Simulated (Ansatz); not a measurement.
Molecule: VF, net charge 0, quintet state. The spin state was set by rule; other spins were not relaxed. 
Geometry from a B3LYP-D3(BJ)/def2-TZVP (Ansatz, a first-principles code) optimisation:
```
V
F 1 1.7867
```
Charge 0, spin multiplicity 5.

Parts of the frozen-core correlation energy in STO-3G (Ansatz, hartree). Frozen orbitals: 10; correlated occupied orbitals by spin: 8 and 4; virtual: 5 and 9. Open shells are spin-unrestricted. Spin-orbit coupling is left out. No relativistic terms.

```json
[
 {"term": "reference (HF)", "value": "-1031.10731"},
 {"term": "MP2 opposite-spin", "value": "(withheld)"},
 {"term": "MP2 same-spin", "value": "-0.01116"},
 {"term": "CCSD correlation", "value": "(withheld)"},
 {"term": "(T)", "value": "(withheld)"},
 {"term": "T1 diagnostic", "value": "0.032"},
 {"term": "largest doubles amplitude", "value": "0.059"},
 {"term": "<S^2> of the reference", "value": "6.012"}
]
```

What belongs in the gaps?


- MP2 opposite-spin, value: -0.02587
- CCSD correlation, value: -0.04279
- (T), value: -0.00790
